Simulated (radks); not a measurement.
Results of a calculation; reference values are marked as such.
Species: the neon ion Ne3+. Configuration: [He] 2s2 2p3. Code: a radial shooting solver on a logarithmic mesh with Libxc functionals. Model: non-relativistic Kohn-Sham, PBE, spin-polarised, spherical densities, point nucleus; open shells are filled with parallel spins first.

Local quantities along the radius. ELF = 1/(1 + alpha^2) is the electron localisation function; alpha = (tau - tau_W)/tau_unif compares the Pauli kinetic energy density with that of the uniform gas (summed over spins); -r V(r) is the screened charge that the Kohn-Sham potential of spin up presents (atomic units).

| r (bohr) | ELF | alpha | -r V(r) |
|---|---|---|---|
| 0.005566 | 1.000 | 0.004005 | 9.922 |
| 0.006798 | 1.000 | 0.004141 | 9.897 |
| 0.008303 | 1.000 | 0.004313 | 9.867 |
| 0.01014 | 1.000 | 0.004534 | 9.830 |
| 0.01239 | 1.000 | 0.004820 | 9.784 |
| 0.01513 | 1.000 | 0.005196 | 9.728 |
| 0.01863 | 1.000 | 0.005720 | 9.657 |
| 0.02275 | 1.000 | 0.006409 | 9.573 |
| 0.02779 | 1.000 | 0.007371 | 9.472 |
| 0.03394 | 1.000 | 0.008753 | 9.349 |
| 0.04146 | 1.000 | 0.01081 | 9.201 |
| 0.05104 | 1.000 | 0.01418 | 9.019 |
| 0.06234 | 1.000 | 0.01957 | 8.814 |
| 0.07614 | 0.999 | 0.02904 | 8.577 |
| 0.093 | 0.998 | 0.04705 | 8.308 |
| 0.1136 | 0.993 | 0.08446 | 8.009 |
| 0.1387 | 0.972 | 0.1697 | 7.680 |
| 0.1708 | 0.867 | 0.3911 | 7.308 |
| 0.2086 | 0.550 | 0.9040 | 6.926 |
| 0.2548 | 0.241 | 1.773 | 6.511 |
| 0.3113 | 0.175 | 2.171 | 6.087 |
| 0.3802 | 0.315 | 1.474 | 5.733 |
| 0.4643 | 0.636 | 0.7562 | 5.361 |
| 0.5717 | 0.835 | 0.4452 | 4.958 |
| 0.6983 | 0.890 | 0.3513 | 4.584 |
| 0.8529 | 0.894 | 0.3442 | 4.247 |
| 1.042 | 0.859 | 0.4053 | 3.951 |
| 1.272 | 0.752 | 0.5745 | 3.699 |
| 1.554 | 0.502 | 0.9963 | 3.540 |
| 1.913 | 0.165 | 2.252 | 3.462 |
| 2.337 | 0.023 | 6.491 | 3.338 |
| 2.854 | 0.002 | 25.73 | 3.188 |

On this mesh the ELF has minima near r = 0.31 bohr, which separate the shells, and maxima near 0.77 (0.90).
